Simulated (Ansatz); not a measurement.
Reaction (atomization): `[CH3][GeH]([F])[SeH]` → C• + F• + Ge• + 5 H• + Se•

Program: Ansatz. Geometries: PBE0-D4/def2-TZVP. ΔE: electronic, gas phase. CCSD(T)/CBS is the MP2 limit (def2-TZVPP, def2-QZVPP) plus CCSD(T) − MP2 in def2-TZVPP, frozen cores. This one scheme is used for every species, atoms too. Functionals use def2-TZVPP. No spin–orbit coupling; open shells (•) take unrestricted orbitals. Spin–orbit coupling would lower the free atoms: a little for C, F; clearly for Ge, Se. Bonds to Ge, Se are less sure, by a few kJ/mol each and by 10 to 20 or more in all where they break to atoms, as the def2 sets lack core-valence functions. Scalar relativity is left out up to krypton. Each species was taken in one conformer, which may not be the lowest.

```tsv
level	ΔE (kJ/mol)
revPBE-D4	2910.5
CCSD(T)/def2-SVP	2775.6
```

**Question.** What does CCSD(T)/CBS give? (An estimate is asked.)

**Answer.** Ansatz gave: +2973.7 kJ/mol. The listed levels differ from it by -63.2, -198.1 kJ/mol.

Largest T1 diagnostic among the species: 0.010.

From BLYP to BHLYP (50 % exact exchange), in def2-TZVPP and without D4, ΔE moves by −49.2 kJ/mol: exact exchange takes away binding that semilocal exchange gives to molecules. The D4 term adds +30.2 kJ/mol with B3LYP and +15.8 kJ/mol with PBE0; it sums over pairs of atoms, weighted by their polarisabilities, and B3LYP, whose exchange is more repulsive, gets the larger term.

B3LYP here is the variant with VWN-RPA as its local correlation; programs differ in this.

For atomizations the MP2-based limit and the directly extrapolated one differ by several kJ/mol either way, and by 10 to 25 for some Ge, Se and Sn compounds, so smaller differences from it don't rank the levels.
